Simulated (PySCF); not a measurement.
C6H5NO2.
SMILES with atom numbers: `[O:1]=[C:2]([OH:3])[c:4]1[cH:5][cH:6][n:7][cH:8][cH:9]1` (hydrogens: H10 on O3; H11 on C5; H12 on C6; H13 on C8; H14 on C9)

Structure used (GFN2-xTB), in Å, numbered top down from 1:
```xyz
14
C6H5NO2 angstrom
O      2.4030   -1.2530    0.5735
C      1.8528   -0.2681    0.1520
O      2.5299    0.8049   -0.2775
C      0.3792   -0.1082    0.0518
C     -0.2093    1.0508   -0.4468
C     -1.5939    1.1042   -0.4998
N     -2.3771    0.1163   -0.1033
C     -1.8151   -0.9831    0.3691
C     -0.4434   -1.1516    0.4701
H      3.4837    0.6504   -0.1917
H      0.3988    1.8759   -0.7794
H     -2.1043    1.9801   -0.8781
H     -2.4995   -1.7616    0.6795
H     -0.0055   -2.0574    0.8585
```

Level of theory: B3LYP/def2-SVPD in PySCF (dipole) on a GFN2-xTB geometry, gas phase.

Masses are those of the commonest isotopes; rigid-rotor values at the optimised geometry. The values belong to one conformer with, in the numbering `[O:1]=[C:2]([OH:3])[c:4]1[cH:5][cH:6][n:7][cH:8][cH:9]1`, O1–C2–O3–H 0°, O1–C2–C4–C5 180°.

What are A, B and C (cm⁻¹)?

Ia = 123.93, Ib = 410.47, Ic = 534.40 u·Å²; 505379 MHz·u·Å²/I gives 4078, 1231 and 945.7 MHz, that is A = 0.13603, B = 0.04107, C = 0.03155 cm⁻¹.

Classify the top.

An asymmetric top; Ray's κ = -0.818.

Is it planar, by Δ = Ic − Ia − Ib?

Planar: Δ = Ic − Ia − Ib = 0.00 u·Å². For a rigid frame Δ = −2 Σ m c², so it vanishes when all atoms lie in the ab plane; here none is more than 0.01 Å from it.

Which types of transition are allowed, and where do some lines up to J = 4 fall?

The dipole components are |μa| = 1.08 D, |μb| = 1.52 D, |μc| = 0.00 D; the mirror of this Cs structure is the ab plane, so μc vanishes by symmetry and there are no c-type lines. The squared components, which scale the intensities, stand as 0.50 : 1.00 (a : b). Some lines, for components of 0.1 D or more:

```tsv
type	branch	J(Ka,Kc)	MHz	lower level (cm⁻¹)
b	R	2(0,2) ← 1(1,1)	1487	0.168
b	Q	3(1,2) ← 3(0,3)	3934	0.432
a	R	3(1,3) ← 2(1,2)	6090	0.303
a	R	3(2,1) ← 2(2,0)	6612	0.617
b	Q	3(2,2) ← 3(1,3)	9838	0.506
b	Q	4(2,3) ← 4(1,4)	10431	0.777
b	Q	3(3,0) ← 3(2,1)	14860	0.838
b	R	3(2,2) ← 2(1,1)	15071	0.332
b	Q	4(4,0) ← 4(3,1)	20886	1.626
b	R	3(3,1) ← 2(2,0)	21470	0.617
```

Estimate the classical rotational partition function at 200 K, 298.15 K and 500 K.

Point group Cs, symmetry number σ = 1; q = (√π/σ)·√((kT/h)³/(ABC)), k/h = 20836.6 MHz/K: 219000 at 200 K, 398000 at 298.15 K, 865000 at 500 K.

Stationary, but not proved a minimum. Constants of a rigid frame at the computed geometry: no zero-point averaging, no centrifugal distortion. Quadrupole hyperfine structure (14N) is left out.
